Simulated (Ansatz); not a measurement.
**An input for doublet CH3In+**

CH3In+: 5 atoms, total charge +1, spin state doublet. SMILES of the parent species: `C[In]`. The shape was relaxed beforehand at wB97X-V/def2-SVP.

```
atom    x (Å)    y (Å)    z (Å)
   C  -0.3086   0.1235  -0.1192
  In   1.8098  -0.7243   0.6989
   H  -0.9673  -0.0665   0.7395
   H  -0.4715  -0.5088  -1.0029
   H  -0.0623   1.1760  -0.3163
```

Settings wanted:

| Setting | Value |
| --- | --- |
| basis set | def2-TZVPP |
| core potential | def2-TZVPP |
| integral approximation | automatic |
| task | energy |
| method | DFT |
| functional | CAM-B3LYP |
| reference | UKS |
| relativity | none |
| accuracy | medium |

Task: Give an Ansatz 0.2.0 job that does this.

Result: One that was run (others would do as well):

input.yaml:
```yaml
crystal:
  periodic: [false, false, false]
  atoms:
    - {symbol: C, position_ang: [-0.308644, 0.123514, -0.119190]}
    - {symbol: In, position_ang: [1.809802, -0.724270, 0.698916]}
    - {symbol: H, position_ang: [-0.967342, -0.066466, 0.739484]}
    - {symbol: H, position_ang: [-0.471480, -0.508793, -1.002913]}
    - {symbol: H, position_ang: [-0.062335, 1.176025, -0.316286]}
basis:
  gaussian: {orbitals: def2-TZVPP}
hamiltonian: {xc: {name: CAM-B3LYP}}
total_charge: 1
magnetization: {spin_polarized: true, initial_magnetization: 1}
```

```bash
$ ansatz run input.yaml --threads 1 --pin off --max-ram 3480MiB --events-out events.jsonl --progress --plain --runs-dir runs
```

Calculated total energy: -229.73514 Eh.
